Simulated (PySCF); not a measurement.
# `InChI=1S/C2H7F2NSi3/c3-7(2-1-5)8(4)6/h7-8H,2H2,6H3/t7-,8+/m1/s1`

Molfile (atoms numbered from 1):
```
C2H7F2NSi3
     RDKit          3D

 15 14  0  0  0  0  0  0  0  0999 V2000
   -2.1990   -0.3147    1.8691 N   0  0  0  0  0  0  0  0  0  0  0  0
   -2.0472   -0.4945    0.7487 C   0  0  0  0  0  0  0  0  0  0  0  0
   -1.8285   -0.6798   -0.6479 C   0  0  0  0  0  0  0  0  0  0  0  0
   -0.8668    0.7939   -1.4321 Si  0  0  2  0  0  4  0  0  0  0  0  0
   -0.6620    0.2510   -2.9508 F   0  0  0  0  0  0  0  0  0  0  0  0
    1.2486    1.0236   -0.5260 Si  0  0  1  0  0  4  0  0  0  0  0  0
    1.1515    2.3672    0.3825 F   0  0  0  0  0  0  0  0  0  0  0  0
    2.0873   -0.6767    0.8207 Si  0  0  0  0  0  4  0  0  0  0  0  0
   -1.2682   -1.6064   -0.7943 H   0  0  0  0  0  0  0  0  0  0  0  0
   -2.7947   -0.7973   -1.1418 H   0  0  0  0  0  0  0  0  0  0  0  0
   -1.8208    1.8851   -1.6225 H   0  0  0  0  0  0  0  0  0  0  0  0
    2.1718    1.4950   -1.5675 H   0  0  0  0  0  0  0  0  0  0  0  0
    3.2771   -0.2726    1.5722 H   0  0  0  0  0  0  0  0  0  0  0  0
    2.4670   -1.8234   -0.0142 H   0  0  0  0  0  0  0  0  0  0  0  0
    1.0796   -1.1427    1.7764 H   0  0  0  0  0  0  0  0  0  0  0  0
  1  2  3  0
  2  3  1  0
  3  4  1  0
  4  5  1  0
  4  6  1  0
  6  7  1  0
  6  8  1  0
  3  9  1  0
  3 10  1  0
  4 11  1  6
  6 12  1  6
  8 13  1  0
  8 14  1  0
  8 15  1  0
M  END
```

Computed, not measured: TDDFT CAM-B3LYP/def2-SVPD circular dichroism and optical rotation, one conformer, gas phase (PySCF 2.14.0). Geometry: GFN2-xTB.

The molecule is flexible and this is one conformer; a measurement averages over conformers.

(1) Assign R or S to each stereocentre.

(2) List the lowest 12 singlet excitations with oscillator and rotatory strengths.

Answers

(1) Si4 R, Si6 S.

(2) Rotatory strengths R in 10⁻⁴⁰ esu² cm², velocity form and length form (origin at the centre of mass); f in length form.
| state | E (eV) | λ (nm) | f | R (velocity) | R (length) | main |
| --- | --- | --- | --- | --- | --- | --- |
| 1 | 5.53 | 224 | 0.046 | -32.9 | -30.4 | HOMO→LUMO 0.93 |
| 2 | 6.20 | 200 | 0.007 | -6.1 | -6.8 | HOMO−1→LUMO 0.75, HOMO−2→LUMO 0.16 |
| 3 | 6.72 | 185 | 0.126 | +35.9 | +34.6 | HOMO→LUMO+1 0.84 |
| 4 | 6.84 | 181 | 0.009 | +26.0 | +24.2 | HOMO−2→LUMO 0.59, HOMO−1→LUMO 0.15 |
| 5 | 7.36 | 168 | 0.004 | +15.5 | +14.5 | HOMO→LUMO+2 0.54, HOMO−1→LUMO+1 0.28 |
| 6 | 7.40 | 168 | 0.139 | +83.6 | +80.5 | HOMO−1→LUMO+1 0.55, HOMO→LUMO+2 0.19 |
| 7 | 7.50 | 165 | 0.031 | +25.1 | +23.9 | HOMO−3→LUMO 0.32, HOMO→LUMO+2 0.10 |
| 8 | 7.61 | 163 | 0.004 | +9.6 | +8.8 | HOMO−3→LUMO 0.33, HOMO−1→LUMO+5 0.10 |
| 9 | 7.80 | 159 | 0.020 | +20.9 | +20.7 | HOMO−2→LUMO+1 0.65 |
| 10 | 7.89 | 157 | 0.002 | +7.0 | +7.5 | HOMO−4→LUMO 0.58, HOMO−5→LUMO 0.12 |
| 11 | 7.98 | 155 | 0.031 | -15.3 | -13.3 | HOMO−1→LUMO+2 0.18, HOMO−3→LUMO+5 0.11 |
| 12 | 8.04 | 154 | 0.003 | +12.5 | +12.3 | HOMO→LUMO+3 0.37, HOMO−5→LUMO 0.28 |

Among the states computed, the strongest CD band (largest |R|) is state 6. The largest dissymmetry factor in size, g = 4R/(D+G), with D and G the electric and magnetic dipole strengths, is +0.051 for state 10 (velocity form, f = 0.002), among bands with |R| over 0.5. The mirror image has the same energies and oscillator strengths and all R with the opposite sign.
